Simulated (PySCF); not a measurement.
## Which setting was changed?

All runs: PySCF with density fitting, gas phase, non-relativistic, closed shells, each molecule at its own PBE0-D3(BJ)/def2-SVP geometry. Shieldings use GIAOs. Starting from mPW1PW91/pcSseg-1, one thing was changed at a time: the functional to B97-D, the functional to wB97X-D, the functional to KT3, the functional to BLYP.

Changes against mPW1PW91/pcSseg-1 in 4 molecules:

| molecule | changed to | mean 1H shielding (ppm) | mean 13C shielding (ppm) | HOMO energy (eV) |
| --- | --- | --- | --- | --- |
| CCCCC(N)=O | B97-D | +0.05 | -3.9 | +1.69 |
| CCCCC(N)=O | wB97X-D | +0.08 | +0.9 | -1.91 |
| CCCCC(N)=O | KT3 | -0.01 | +0.8 | +1.55 |
| CCCCC(N)=O | BLYP | +0.01 | -9.6 | +1.83 |
| C=CC(=C)C[SiH3] | B97-D | +0.16 | +0.3 | +1.07 |
| C=CC(=C)C[SiH3] | wB97X-D | +0.07 | +0.5 | -1.74 |
| C=CC(=C)C[SiH3] | KT3 | +0.14 | +8.2 | +1.02 |
| C=CC(=C)C[SiH3] | BLYP | +0.11 | -7.6 | +1.17 |
| F[C@@H]1CN[SiH2]C1 | B97-D | +0.01 | -5.9 | +1.42 |
| F[C@@H]1CN[SiH2]C1 | wB97X-D | +0.11 | +1.3 | -1.86 |
| F[C@@H]1CN[SiH2]C1 | KT3 | -0.07 | -1.4 | +1.31 |
| F[C@@H]1CN[SiH2]C1 | BLYP | -0.07 | -12.0 | +1.55 |
| C[C@@H]1S[C@@H]1CF | B97-D | +0.02 | -5.8 | +1.33 |
| C[C@@H]1S[C@@H]1CF | wB97X-D | +0.10 | +1.5 | -1.87 |
| C[C@@H]1S[C@@H]1CF | KT3 | -0.03 | -1.5 | +1.23 |
| C[C@@H]1S[C@@H]1CF | BLYP | -0.03 | -11.3 | +1.49 |

For `C=CC1C[SiH2]C1` the mPW1PW91/pcSseg-1 run gave mean 1H shielding 27.85 ppm, mean 13C shielding 113.3 ppm, HOMO energy -7.39 eV. The changed runs lost their labels:

```tsv
run	mean 1H shielding (ppm)	mean 13C shielding (ppm)	HOMO energy (eV)
A	27.95	114.7	-9.22
B	27.87	103.6	-6.08
C	27.85	115.4	-6.24
D	27.93	110.2	-6.18
```

Q: Which run belongs to which change?

A: A: wB97X-D; B: BLYP; C: KT3; D: B97-D.

```
run  change of mean 1H shielding (ppm), here / mean of the others  change of mean 13C shielding (ppm), here / mean of the others  change of HOMO energy (eV), here / mean of the others  next best match
  A                                                 +0.10 / +0.09                                                    +1.4 / +1.0                                          -1.83 / -1.85              KT3
  B                                                  +0.02 / 0.00                                                   -9.7 / -10.1                                          +1.31 / +1.51            B97-D
  C                                                  0.00 / +0.01                                                    +2.1 / +1.5                                          +1.15 / +1.28            B97-D
  D                                                 +0.08 / +0.06                                                    -3.1 / -3.8                                          +1.21 / +1.38              KT3
```

Each run is given to the change whose mean effect on the other molecules lies nearest, every quantity measured in units of its scatter between molecules.

Q: Would one quantity have been enough? Give each run to the change with the nearest mean effect on that quantity alone.

A: mean 13C shielding: 3 of 4 runs rightly; HOMO energy: 2 of 4 runs rightly; mean 1H shielding: 1 of 4 runs rightly.

Only sets that this rule tells apart clearly are shown.
